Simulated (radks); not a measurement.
The numbers below are computed, except where a source is named.
Neutral caesium inside a hard spherical wall (all orbitals vanish at R), configuration held at [Xe] 6s1 and not refilled when levels cross. Level of theory: scalar-relativistic Kohn-Sham, LDA (Slater exchange, Perdew-Wang correlation), spin-polarised, spherical densities, point nucleus; open shells are filled with parallel spins first (spin-orbit coupling, left out, can overturn this in heavy ions) (a radial shooting solver on a logarithmic mesh with Libxc functionals). Eigenvalues in eV for spin up, with the zero of energy where the potential of the charges vanishes at infinity; a dash marks a level that is unbound or too diffuse for the functional's potential to be trusted. A positive occupied level is held by the wall or, in an anion where self-interaction has pushed it up, behind a barrier. The pressure on the wall is -dE/dV.

| R (bohr) | E (hartree) | kinetic (hartree) | e(4d) | e(5s) | e(5p) | e(6s) | e(6p, empty) | e(5d, empty) | pressure (GPa) |
|---|---|---|---|---|---|---|---|---|---|
| free | -7780.8377 | 8196.173 | -74.211 | -26.866 | -13.592 | -2.387 | -0.883 | -0.592 | 0 |
| 20 | -7780.8377 | 8196.173 | -74.211 | -26.865 | -13.592 | -2.387 | -0.878 | -0.590 | < 0.0001 |
| 12 | -7780.8361 | 8196.186 | -74.082 | -26.740 | -13.470 | -2.279 | -0.568 | -0.419 | 0.0196 |
| 10 | -7780.8308 | 8196.216 | -73.848 | -26.514 | -13.253 | -2.022 | -0.021 | -0.135 | 0.116 |
| 6 | -7780.7068 | 8196.709 | -71.980 | -24.834 | -11.682 | 2.046 | 6.587 | 2.543 | 7.14 |
| 5 | -7780.5115 | 8197.500 | -70.097 | -23.324 | -10.214 | 7.147 | 13.717 | 5.185 | 30.6 |
| 4 | -7779.8359 | 8200.250 | -65.113 | -19.504 | -6.145 | 21.024 | 31.241 | 11.837 | 184 |
| 3.5 | -7778.8913 | 8203.902 | -59.890 | -15.333 | -1.363 | 36.688 | 49.746 | 19.128 | 522 |
| 3 | -7776.7427 | 8211.640 | -51.173 | -7.427 | 8.048 | 66.206 | 83.210 | 32.805 | 1680 |
| 2.5 | -7771.3668 | 8229.625 | -36.321 | 9.611 | 28.515 | 126.02 | 148.70 | 60.869 | 6350 |
| 2 | -7755.7681 | 8279.098 | -7.594 | 54.469 | 81.072 | 262.32 | 293.24 | 126.76 | 31200 |
